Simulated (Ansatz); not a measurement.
Consider the formal loss of a carbene: `B/C=C/CC` → `B/C=C/C` + `[CH2]` (triplet).

Program: Ansatz. Geometries: PBE0-D4/def2-TZVP. ΔE: electronic, gas phase. CCSD(T)/CBS adds triple-zeta CCSD(T) − MP2 to the extrapolated MP2 energy (def2 sets, frozen cores). This one scheme is used for every species. Double bonds are as drawn, so ΔE can hold a change between cis and trans. DFT in def2-TZVPP. B3LYP here is the variant with VWN-RPA as its local correlation; programs differ in this. Triplets are unrestricted, without spin–orbit coupling. One conformer a species, not always the lowest.

Problem. Is it downhill or uphill in electronic energy at CCSD(T)/CBS, and by how much? (Best estimate.)

Solution. The calculation gave: Uphill: ΔE = +4.51 eV.

Problem. What do these levels give: ωB97M-V, B2PLYP, r2SCAN, PBE0, B3LYP, MP2/def2-TZVPP? (Best estimate.)

Solution. Computed: ωB97M-V 4.52, B2PLYP 4.39, r2SCAN 4.23, PBE0 4.41, B3LYP 4.31, MP2/def2-TZVPP 4.53 eV.

Largest T1 diagnostic among the species: 0.011.

The D4 term adds +0.10 eV with B3LYP and +0.06 eV with PBE0; it sums over pairs of atoms, weighted by their polarisabilities, and B3LYP, whose exchange is more repulsive, gets the larger term. In def2-TZVPP, CCSD(T) changes the Hartree–Fock value by +1.41 eV (the triples alone add +0.11 eV) and MP2 by +1.55 eV.
